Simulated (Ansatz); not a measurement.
Consider the ligand exchange at a B–Cl bond: `[SiH3]OB(S)Cl` + NH₃ → `NB(S)O[SiH3]` + HCl.

Program: Ansatz. Geometries: PBE0-D4/def2-TZVP. ΔE: electronic, gas phase. CCSD(T)/CBS is the MP2 limit (def2-TZVPP, def2-QZVPP) plus CCSD(T) − MP2 in def2-TZVPP, frozen cores. This one scheme is used for every species. DFT in def2-TZVPP. B3LYP here is the variant with VWN-RPA as its local correlation; programs differ in this. HSE06 is defined as in plane-wave codes. Each species was taken in one conformer, which may not be the lowest.

(1) Is it downhill or uphill in electronic energy at CCSD(T)/CBS, and by how much? (An estimate is asked.)

(2) What do these levels give: revPBE-D4, BLYP-D4, B97M-V, B3LYP-D4, r2SCAN0-D4, CAM-B3LYP-D4, HSE06, CAM-B3LYP, CCSD(T)/def2-TZVPP, HF/def2-QZVPP, SCS-MP2/def2-QZVPP, CCSD/CBS(def2)? (Best estimate.)

Largest T1 diagnostic among the species: 0.012.

## Answers

(1) The calculation gave: Downhill: ΔE = -15.6 kJ/mol.

(2) Computed: revPBE-D4 -10.6, BLYP-D4 -14.4, B97M-V -12.3, B3LYP-D4 -17.4, r2SCAN0-D4 -16.7, CAM-B3LYP-D4 -22.3, HSE06 -15.2, CAM-B3LYP -22.7, CCSD(T)/def2-TZVPP -16.9, HF/def2-QZVPP -23.6, SCS-MP2/def2-QZVPP -14.6, CCSD/CBS(def2) -18.2 kJ/mol.

Leaving LDA and LC-ωPBE aside and taking each functional with its dispersion term where it has one, the values spread over 11.7 kJ/mol, from CAM-B3LYP-D4 to revPBE-D4. LDA lies −9.9 kJ/mol from PBE without D4. From PBE to PBE0 (25 % exact exchange), in def2-TZVPP and without D4, ΔE moves by −3.5 kJ/mol.
